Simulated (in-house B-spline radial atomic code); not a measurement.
A run on Re⁻ that did not converge. Method: scalar-relativistic (X2C) BHandHLYP, spin-polarised, spherical fractional occupations, exact exchange averaged over the configuration, Fermi nucleus of rms radius 5.3698 fm; computed with an all-electron radial atomic-structure program (B-spline basis).

Command:
```bash
python run_scf.py task.json out
```
Settings (nuclear radius in fm, mass in u):
```
Z                75
configuration    [Xe] 4f14 5d6 6s2
hamiltonian      x2c
method           bhandhlyp
spin_polarised   True
nucleus          fermi
rms_radius       5.3698
atomic_mass      186.95575
speed_of_light   137.035999084
exact_exchange   averaged over the configuration
```

First and last ten iterations of the last attempt (damped for 15 steps, keeping 80 % of the old Fock matrix, then DIIS):
```
 iter        energy (Eh)    residual
    1      -16691.586530    5.50e-01
    2      -16679.914754    2.93e-01
    3      -16693.233217    9.15e-02
    4      -16693.427180    4.61e-02
    5      -16693.478736    2.92e-02
    6      -16693.496363    1.99e-02
    7      -16693.504219    1.43e-02
    8      -16693.508486    1.06e-02
    9      -16693.511071    8.02e-03
   10      -16693.512732    6.15e-03
  111      -16692.767792    1.14e-01
  112      -16693.065611    7.99e-02
  113      -16693.080024    7.48e-02
  114      -16693.469200    2.30e-02
  115      -16693.474746    2.14e-02
  116      -16693.495905    1.40e-02
  117      -16693.483009    2.06e-02
  118      -16693.504439    1.58e-02
  119      -16693.528020    4.91e-03
  120      -16693.459360    2.53e-02
 not converged after 120 iterations
```

The smallest residual met was 3.0e-03; the threshold is about 8e-07. No energy from this run should be used. Run time, properties included: 5 s on 1 thread of Arm Neoverse V2, with other jobs on the host.
